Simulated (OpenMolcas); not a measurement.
Cu5+, Ag5+, Au5+: d⁶ down the group

```json
{
  "Program": "OpenMolcas",
  "Method": "MS-CASPT2, IPEA 0.25 Eh, imaginary shift 0.1 Eh",
  "Basis": "ANO-RCC-VTZP",
  "Scalar Hamiltonian": "DKH2, point nucleus",
  "Spin-orbit coupling": "RASSI with atomic mean-field integrals over the reference wave functions, term energies averaged over their components"
}
```

Active space for each ion: 6 electrons in 5 orbitals (d); closed shells correlated by CASPT2: Cu5+ 3s 3p; Ag5+ 4s 4p; Au5+ 5s 5p.

Computed levels in cm-1 above ⁵D₄:

| Level | Cu5+ | Ag5+ | Au5+ |
| --- | --- | --- | --- |
| ⁵D₃ | 1148 | 2570 | 9960 |
| ⁵D₁ | 2400 | 4790 | 13840 |
| ⁵D₀ | 2640 | 5220 | 13510 |
| ³H₆ | 31080 | 22760 | 25490 |
| ³H₅ | 31570 | 23050 | 40830 |
| ³P₁(1) | 32800 | 28740 | 49810 |
| ³P₀(1) | 34030 | 29530 | 73810 |
| ³F₂(1) | 34140 | 26410 | 30490 |
| ³G₅ | 38020 | 29050 | 24870 |
| weight of ⁵D in the lowest level (%) | 100 | 97 | 75 |

Mixed levels, with the weight of the term that names them: Ag5+ ³H₅ (73 %), Ag5+ ³G₅ (73 %), Au5+ ⁵D₄ (75 %), Au5+ ⁵D₀ (67 %), Au5+ ³H₅ (53 %), Au5+ ³P₁(1) (63 %), Au5+ ³P₀(1) (51 %), Au5+ ³F₂(1) (58 %), Au5+ ³G₅ (53 %).

Measured, with the error of the calculation in %. Measured levels: Cu5+ from Sugar and Musgrove, J. Phys. Chem. Ref. Data 19, 527 (1990); Ag5+ from the list in Gamrath, thesis, University of Mons (2023).

```
 Level          Cu5+          Ag5+
   ⁵D₃   1196 (-4.0)   2692 (-4.7)
   ⁵D₁   2490 (-3.5)   4941 (-3.2)
   ⁵D₀   2733 (-3.4)   5380 (-3.0)
   ³H₆  30418 (+2.2)  21512 (+5.8)
   ³H₅  31009 (+1.8)  21812 (+5.7)
³P₁(1)  32685 (+0.4)  28232 (+1.8)
³P₀(1)  33868 (+0.5)              
³F₂(1)  33740 (+1.2)  25306 (+4.4)
   ³G₅  37378 (+1.7)  27958 (+3.9)
```

The fine-structure level ⁵D₀ changes by a factor of 5.12 from Cu5+ to Au5+.

Without spin-orbit coupling ³H lies 30510, 21470, 19200 cm-1 above ⁵D in that order; the difference to the level ³H₆, of either sign, comes from spin-orbit coupling, which also lowers the zero.

CASPT2 does not keep the components of a term degenerate, so their means are used; among the terms shown or strongly mixed into the levels shown the widest spread is 1300 cm-1 (5d⁶ ¹I, Au5+). The CASPT2 spread within a term exceeds the gap to the next term for 5d⁶ ³D and 5d⁶ ¹I, so the order of their levels is uncertain (holds for Au5+). Computed and measured levels are paired by configuration, term and J; levels that our copy of the source lacks, or whose pairing is in doubt (as where it misses far off the trend of its configuration), stay unpaired and out of the deviations. Only configurations of the active space appear.

A number in round brackets counts repeated terms of one configuration in the order of the reference energies.
